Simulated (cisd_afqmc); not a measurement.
System: Ti, charge 0, triplet.

Phaseless AFQMC (cisd_afqmc on Ansatz's integrals) in def2-SVP, frozen core: how the trial state and the time step act. The spread is the standard deviation of the local energy over walkers; bars are one sigma, widened where a walk drifts.

```
trial  step (1/Eh)  walkers x blocks averaged  spread (Eh)         energy (Eh)
-----  -----------  -------------------------  -----------  ------------------
CISD         0.005                      53400        0.006  -848.3287 ± 0.0001
CISD        0.0025                      55000        0.005  -848.3287 ± 0.0001
HF           0.005                     102000        0.051  -848.3265 ± 0.0004
```

At a given step the bar falls as the inverse root of the samples and grows with the spread.

CCSDTQ in the same basis (Ansatz) gives -848.3290 Eh.
